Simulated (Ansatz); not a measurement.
Total energies of CHBrIN, SMILES `N=C(Br)I`.

Z-matrix (Å, degrees):
```
C
Br 1 1.891
I 1 2.124 2 113.4
N 1 1.237 2 120.4 3 -180.0
H 4 1.017 1 114.3 2 180.0
```

Total charge 0; spin multiplicity 1. Correlated methods include outer-core shells of Br, I, which these sets cover unevenly. Scalar relativity is left out up to krypton. I takes the def2 core potential. The structure was optimised at the PBE0-D4/def2-TZVP level. It is one conformer, not always the lowest. Basis def2-TZVPP, Ansatz 0.2.0.

RPA on PBE orbitals: Hartree–Fock energy of these orbitals -2961.92643 Eh, correlation -1.57414 Eh (frozen core).

```csv
functional,energy without D4 (Eh),D4 term (kJ/mol)
LDA (SPW92),-2960.58219,–
PBE,-2964.83688,-16.0
BLYP,-2965.28895,-35.2
r2SCAN,-2965.38966,-3.3
B97M-V,-2964.85228,–
r2SCANh,-2965.37063,-3.7
r2SCAN0,-2965.34337,-4.2
HSE06 (plane-wave form),-2964.94356,-12.8
BHLYP,-2965.21685,-23.4
CAM-B3LYP,-2965.41823,-14.1
LC-ωPBE,-2964.94568,–
ωB97X-V,-2965.05697,–
ωB97M-V,-2965.14652,–
B2PLYP,-2964.71505,–
```

Problem. Give the same for revPBE, PBE0, B3LYP, PBE-QIDH. (Estimate.)

Solution. Computed: 
```csv
functional,energy without D4 (Eh),D4 term (kJ/mol)
revPBE,-2965.13916,-42.9
PBE0,-2964.94494,-13.5
B3LYP,-2965.46021,-26.7
PBE-QIDH,-2964.46471,–
```

B3LYP takes the VWN-RPA correlation (the form of Gaussian; ORCA's B3LYP/G). HSE06 is the plane-wave form, built on full-range PBE exchange. The double hybrids freeze the cores in their second-order part.

LC-ωPBE has ω = 0.4 bohr⁻¹.
